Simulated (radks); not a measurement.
Values are calculated unless marked as measured or tabulated.
Task: Radial electron density D(r) = 4 pi r^2 rho(r) of an atom or ion with 37 electrons. Code: a radial shooting solver on a logarithmic mesh with Libxc functionals. Model: scalar-relativistic Kohn-Sham, LB94 model potential, spin-polarised, spherical densities, finite nucleus; Fermi nuclear charge, rms radius of each element as measured or else 0.836 A^(1/3) + 0.57 fm.

```
   r/bohr * D(r) (the largest magnitude, 57.5, reaches the edge; | marks zero)
 0.001763 | *
 0.002036 | *
 0.002352 |  *
 0.002716 |  *
 0.003137 |   *
 0.003623 |    *
 0.004184 |      *
 0.004832 |        *
  0.00558 |          *
 0.006496 |            *
 0.007502 |               *
 0.008664 |                   *
  0.01001 |                       *
  0.01156 |                           *
  0.01335 |                               *
  0.01541 |                                   *
   0.0178 |                                       *
  0.02056 |                                          *
  0.02374 |                                            *
  0.02742 |                                             *
  0.03166 |                                            *
  0.03657 |                                          *
  0.04223 |                                        *
  0.04877 |                                      *
  0.05633 |                                     *
  0.06505 |                                      *
  0.07513 |                                         *
  0.08676 |                                              *
   0.1002 |                                                   *
   0.1157 |                                                      *
   0.1347 |                                                     *
   0.1556 |                                                 *
   0.1797 |                                          *
   0.2075 |                                   *
   0.2397 |                               *
   0.2768 |                                *
   0.3196 |                                   *
   0.3691 |                                      *
   0.4263 |                                      *
   0.4923 |                                  *
   0.5686 |                          *
   0.6567 |                  *
   0.7584 |            *
   0.8758 |        *
    1.011 |       *
    1.168 |      *
    1.349 |      *
    1.558 |    *
    1.799 |   *
    2.078 |  *
      2.4 |*
    2.794 |*
    3.227 |*
    3.726 *
    4.303 *
     4.97 *
     5.74 *
    6.629 *
    7.656 *
    8.841 *
    10.21 *
```

What is the nuclear charge?

Result: Z = 38. The innermost maximum, from 1s, lies near gamma/Z bohr with gamma = sqrt(1 - (Z/c)^2) = 0.961, here 0.0253 bohr (found: 0.0276), and its height grows with Z. The density is that of the strontium ion Sr+ in [Kr] 5s1; the configuration itself is not fixed sharply by these data, and Z only to a few units. D(r) has 3 maxima, at r = 0.0276, 0.122, 0.397 bohr, and minima at 0.0563, 0.253 bohr, inside which lie 2.06, 11.10 electrons.
